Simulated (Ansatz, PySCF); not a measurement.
Isomers of CH4OSi: 1 is C[Si]O, 2 is O([SiH])C; one conformer of each (the lowest of an xTB search), B3LYP-D3(BJ)/def2-TZVP minima.
Isomer 1 (charge 0, multiplicity 1, Z-matrix in Å and degrees):
```
C
H 1 1.0919
H 1 1.0969 2 107.98
H 1 1.0969 2 107.99 3 -115.77
Si 1 1.9144 2 112.49 3 122.12
O 5 1.6618 1 100.61 2 179.95
H 6 0.9650 5 120.02 1 0.10
```
Isomer 2 (charge 0, multiplicity 1):
```xyz
7

C     -0.796     0.085     0.219
O      0.196    -0.933     0.253
Si     1.832    -0.853     0.112
H     -1.347     0.074     1.160
H     -1.489    -0.123    -0.597
H     -0.339     1.067     0.072
H      1.943     0.682    -0.067
```

No zero-point or thermal terms.

Frozen-core correlation. CBS(a, b) extrapolates the correlation energy as X⁻³ and adds the Hartree–Fock energy of set b.

Run with Ansatz (Gaussian basis) for Hartree–Fock, density functionals and correlated methods; PySCF for the dispersion terms. 

PBE/def2-TZVPP gives 0.989 eV for the electronic energy of isomer 2 less that of isomer 1.

### Question
Predict the shift from PBE, with its sign, for: PBE-D3(BJ)/def2-TZVPP, r2SCAN/def2-TZVPP, B3LYP/def2-TZVPP, wB97M-V/def2-TZVPP, B2PLYP/def2-TZVPP, MP2/CBS(cc-pV(T+d)Z, cc-pV(Q+d)Z), CCSD(T)/CBS(cc-pV(T+d)Z, cc-pV(Q+d)Z).

### Answer
PBE-D3(BJ)/def2-TZVPP 0.005; r2SCAN/def2-TZVPP 0.035; B3LYP/def2-TZVPP -0.062; wB97M-V/def2-TZVPP 0.017; B2PLYP/def2-TZVPP -0.028; MP2/CBS(cc-pV(T+d)Z, cc-pV(Q+d)Z) 0.097; CCSD(T)/CBS(cc-pV(T+d)Z, cc-pV(Q+d)Z) 0.031 eV. 5 of 7 lie above PBE; the widest gap is to MP2/CBS(cc-pV(T+d)Z, cc-pV(Q+d)Z).

Ansatz is a first-principles code.
